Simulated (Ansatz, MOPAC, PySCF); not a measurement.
Torsion F1–Te2–S3–H4 in FHSTe (SMILES F[Te]S); at each angle all else is relaxed with GFN2-xTB, and the levels are single points there.
Geometry at 270° (charge 0, multiplicity 1):
```json
[
 {"atom": "F", "x (Å)": "1.7731", "y (Å)": "-0.7521", "z (Å)": "0.1212"},
 {"atom": "Te", "x (Å)": "0.9240", "y (Å)": "1.0217", "z (Å)": "-0.3178"},
 {"atom": "S", "x (Å)": "-1.2327", "y (Å)": "0.4491", "z (Å)": "0.4020"},
 {"atom": "H", "x (Å)": "-1.7148", "y (Å)": "-0.0411", "z (Å)": "-0.7403"}
]
```

On the grid 0° to 330°, 0° is the highest and 270° the lowest point at MP2/CBS(def2-TZVPP, def2-QZVPP) + ΔCCSD(T)/def2-TZVPP.

Correlated levels freeze the cores. Filled d and f shells under p-block atoms count as core. CBS: X⁻³ extrapolation of the correlation energy, Hartree–Fock from the larger set. Rows in 3-21G, LANL2DZ, STO-3G carry no dispersion term and start afresh at each structure; the Pople sets are all-electron and without relativity. LANL2DZ brings its own core potentials from Na on. The state reached by AM1, PM3, PM6, PM7 isn't checked; PM7 holds dispersion and hydrogen-bond terms.

Codes used: Ansatz (a quantum-chemistry and plane-wave program) with Gaussian orbitals; MOPAC for AM1, PM3, PM6, PM7 (differences of heats of formation); PySCF for 3-21G rows, LANL2DZ rows, STO-3G rows, the dispersion terms. Each number belongs to the level named beside it. In def2 rows elements past Kr take small-core potentials, without spin–orbit coupling.

Other levels give for the energy at 0° less that at 270°: PBE/def2-TZVPP 12.13; B3LYP/def2-TZVPP 10.94; B3LYP-D3(BJ)/def2-TZVPP 10.86; wB97M-V/def2-TZVPP 10.16; MP2/CBS(def2-TZVPP, def2-QZVPP) + ΔCCSD(T)/def2-TZVPP 10.23 kcal/mol.

**Question.** What do these common cheap choices give for the same quantity: AM1, PM3, PM6, PM7, HF/STO-3G, HF/3-21G, B3LYP/3-21G, B3LYP/LANL2DZ?

**Answer.** AM1 -0.62; PM3 0.82; PM6 3.33; PM7 -1.23; HF/STO-3G 4.22; HF/3-21G 3.66; B3LYP/3-21G 6.50; B3LYP/LANL2DZ 8.07 kcal/mol. They span -1.23 to 8.07 kcal/mol.
